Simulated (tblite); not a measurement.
Run record: tight-binding relaxation, `[H]/N=C\[C@@H](/N=C/C)[SiH2]Br`.

Computed with GFN2-xTB geometry optimisation, gas phase (tblite 0.8.0). Start geometry: from a force field or distance geometry. The command runs a driver script over a list of jobs; the input below is this job's line of settings and its coordinates in Å.

Command:
```bash
OMP_NUM_THREADS=1 python probes_run.py task.json out
```

Input:
```
{"job": {"kind": "relax", "xc": "GFN2-xTB", "basis": "xTB"}, "charge": 0, "multiplicity": 1}
C      2.901000    -0.303900     0.059300
C      1.440800    -0.138300     0.365700
N      0.522800    -0.657000    -0.351500
C     -0.829200    -0.394400     0.088600
C     -1.803200    -1.261000    -0.630700
N     -3.048800    -1.031800    -0.644900
Si    -1.190600     1.427400    -0.116400
Br     0.724000     2.566400    -0.477900
H      3.210500    -1.369300     0.049200
H      3.446200     0.208600     0.898600
H      3.175900     0.231500    -0.860200
H      1.171500     0.429900     1.268500
H     -0.852100    -0.719100     1.173300
H     -1.431100    -2.127900    -1.205200
H     -3.498600    -0.244800    -0.151000
H     -1.817000     1.867700     1.171400
H     -2.129000     1.528200    -1.230100
```

Output:
```
step      E/eV     max force
  0    -674.29354    2.145
  1    -674.46033    1.329
  2    -674.54864    0.796
  3    -674.59586    0.581
  4    -674.63794    0.514
  5    -674.65610    0.555
  6    -674.67745    0.375
  7    -674.69791    0.406
  8    -674.71478    0.308
  9    -674.72660    0.270
... (126 lines left out)
136    -675.09522    0.026
137    -675.09531    0.024
138    -675.09539    0.028
139    -675.09547    0.025
140    -675.09555    0.023
141    -675.09564    0.022
142    -675.09571    0.017
143    -675.09576    0.016
144    -675.09580    0.012
145    -675.09582    0.010
```

«max force» is the largest atomic force in eV/Å.

Problem. From which step on does the largest force stay under 0.1 eV/Å, and how much energy is left to gain from there?

Solution. From step 121 (0.062 eV/Å), 7.7 meV above the end.

Summary of the converged run: energy lowered by 18.5 kcal/mol over 145 steps; largest atomic force 0.010 eV/Å at the end.

Hardware: one thread of an Arm Neoverse V1 (shared host). Cost: 1.4 s wall.
Labels such as C1 count atoms from 1, the log's own numbers from 0.
